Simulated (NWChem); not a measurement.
Molecule: MgSi$_{2}$H$_{6}$; SMILES [SiH3][Mg][SiH3]

Results from NWChem. Pople sets run with spherical d functions. All runs use the structure optimised with PBE-D3(BJ)/def2-SVP. Level SCAN/6-31G*: energy and gradient on several grids; changes count from the extra-fine grid, which is no exact limit either.

```tsv
grid	size of the energy change (μHa)	largest change of a gradient component (μHa/bohr)
xcoarse	20000	3000
coarse	5000	2000
medium	2000	300
fine	2000	100
xfine	< 10	< 30
```
